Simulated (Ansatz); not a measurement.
Species: diboryne with two imidazolylidenes `[B-](#[B-]c1[nH]cc[nH+]1)c1[nH]cc[nH+]1` (charge 0, multiplicity 1).

Question: Give a relaxed geometry from B3LYP-D3(BJ)/def2-SVP in Ansatz (a first-principles code).

Answer: the end point of this relaxation (outside a Z-matrix the atoms follow the SMILES, hydrogens last).
Bonded distances (Å): B1–B2 1.469, B1–C8 1.483, B2–C3 1.483, C3–N4 1.384, C3–N7 1.384, N4–C5 1.387, N4–H13 1.011, C5–C6 1.359, C5–H14 1.086, C6–N7 1.387, C6–H15 1.086, N7–H16 1.011, C8–N9 1.384, C8–N12 1.384, N9–C10 1.387, N9–H17 1.011, C10–C11 1.359, C10–H18 1.086, C11–N12 1.387, C11–H19 1.086, N12–H20 1.011. Bond angles (°): B2–B1–C8 179.8, B1–B2–C3 179.8, B2–C3–N4 128.6, B2–C3–N7 128.6, N4–C3–N7 102.8, C3–N4–C5 111.8, C3–N4–H13 121.9, C5–N4–H13 126.4, N4–C5–C6 106.8, N4–C5–H14 122.7, C6–C5–H14 130.5, C5–C6–N7 106.8, C5–C6–H15 130.5, N7–C6–H15 122.7, C3–N7–C6 111.8, C3–N7–H16 121.9, C6–N7–H16 126.4, B1–C8–N9 128.5, B1–C8–N12 128.7, N9–C8–N12 102.8, C8–N9–C10 111.8, C8–N9–H17 121.9, C10–N9–H17 126.4, N9–C10–C11 106.8, N9–C10–H18 122.7, C11–C10–H18 130.5, C10–C11–N12 106.8, C10–C11–H19 130.5, N12–C11–H19 122.7, C8–N12–C11 111.8, C8–N12–H20 121.9, C11–N12–H20 126.4.
